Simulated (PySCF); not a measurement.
# Basis-set dependence of InC at r²SCAN

PySCF, UKS reference; quartet, unpaired electrons σ ↑, π ↑↑; De to In + C without counterpoise correction.

```tsv
basis	relativity	functions	Re (Å)	ωe (cm⁻¹)	De (eV)	μ (D)
x2c-SVPall	spin-free X2C	50	2.204	488	3.13	-2.44
def2-SVPD	scalar-relativistic core potentials	52	2.221	469	3.09	-2.60
aug-cc-pVDZ-PP/aug-cc-pVDZ	scalar-relativistic core potentials	55	2.223	463	3.03	-2.68
x2c-TZVPPall	spin-free X2C	91	2.202	478	3.11	-2.57
```

Task: How does each smaller set differ from the one with most functions, x2c-TZVPPall?

Result: x2c-SVPall: +0.2 pm, +2.1 % in ωe, +0.02 eV in De; def2-SVPD: +1.9 pm, -1.9 % in ωe, -0.02 eV in De; aug-cc-pVDZ-PP/aug-cc-pVDZ: +2.1 pm, -3.1 % in ωe, -0.08 eV in De. All at r²SCAN; the set with most functions is neither the basis-set limit nor always the best. The rows treat relativity differently, so the differences are not basis effects alone.

A positive dipole means In(−)C(+). These are scalar-relativistic numbers at best; spin–orbit coupling would shift them, the dissociation energy most. The state is the lowest determinant that a PBE0 search found; another state may lie lower at other levels.
